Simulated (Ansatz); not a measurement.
`[CH3][Zr]([F])([F])[F]` and `[F][Zr]([F])([F])[Br]` differ in one atom or group.

Ansatz, PBE0-D4/def2-TZVP geometries, multiplicity 1. 

Elements past krypton have def2 core potentials. Scalar relativity is left out up to krypton. Spin–orbit coupling is left out; it splits and shifts lone-pair levels of the heavy atoms by tenths of an eV.

```tsv
property	`[CH3][Zr]([F])([F])[F]`
size of the dipole moment (PBE/def2-TZVPP) / D	1.02
HOMO energy (B3LYP/def2-TZVPP) / eV	-8.15
size of the dipole moment (B3LYP/def2-TZVPP) / D	1.09
LUMO energy (B3LYP/def2-TZVPP) / eV	-1.48
zero-point energy (PBE0-D4/def2-TZVP) / kJ/mol	105.7
HOMO–LUMO gap (B3LYP/def2-TZVPP) / eV	6.67
```

(1) What does the change do to each property? (An estimate is asked.)

## Answers

(1) The calculation gave: 
```
                                        property  `[F][Zr]([F])([F])[Br]`  shift
  size of the dipole moment (PBE/def2-TZVPP) / D                     0.12  -0.90
             HOMO energy (B3LYP/def2-TZVPP) / eV                    -8.98  -0.83
size of the dipole moment (B3LYP/def2-TZVPP) / D                     0.05  -1.04
             LUMO energy (B3LYP/def2-TZVPP) / eV                    -2.07  -0.59
  zero-point energy (PBE0-D4/def2-TZVP) / kJ/mol                     18.5  -87.2
           HOMO–LUMO gap (B3LYP/def2-TZVPP) / eV                     6.91   0.24
```

With PBE0 the HOMO falls by 0.87 eV and the LUMO falls by 0.63 eV, so the gap widens by about 0.24 eV. PBE moves the HOMO by -0.93 eV and ωB97M-V by -0.81 eV. The zero-point energy changes by -87.2 kJ/mol with -9 modes. Dipoles are sizes alone; their direction can turn.

B3LYP here is the variant with VWN-RPA as its local correlation; programs differ in this.
